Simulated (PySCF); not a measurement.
## Krypton: a sound run and one with changed settings

Sound run: Kr²⁺ [Ar] 3d10 4s2 4p4, Kr³⁺ [Ar] 3d10 4s2 4p3. Computed with PySCF 2.14 in aug-cc-pVDZ-DK, with the spin-free X2C one-electron Hamiltonian (Gaussian nucleus). In the sound run the correlated levels freeze [Ar] 3d10. The sound run starts from symmetry-adapted Hartree-Fock orbitals and uses a fine grid where one is needed.

Changed run: initial guess sap, at most 50 SCF cycles.

```json
{"species": "Kr²⁺", "method": "UHF", "sound run (hartree)": "-2786.71490", "changed run (hartree)": "-2786.71490", "converged": "yes"}
{"species": "Kr²⁺", "method": "MN15", "sound run (hartree)": "-2790.29524", "changed run (hartree)": "-2790.29524", "converged": "yes"}
{"species": "Kr²⁺", "method": "CCSD(T)", "sound run (hartree)": "-2786.80648", "changed run (hartree)": "-2786.80648", "converged": "yes"}
{"species": "Kr³⁺", "method": "TPSS", "sound run (hartree)": "-2787.08625", "changed run (hartree)": "-2787.08625", "converged": "yes"}
{"species": "Kr³⁺", "method": "MP2", "sound run (hartree)": "-2785.51670", "changed run (hartree)": "-2785.51670", "converged": "yes"}
```

Here the plain start reaches the same solutions.
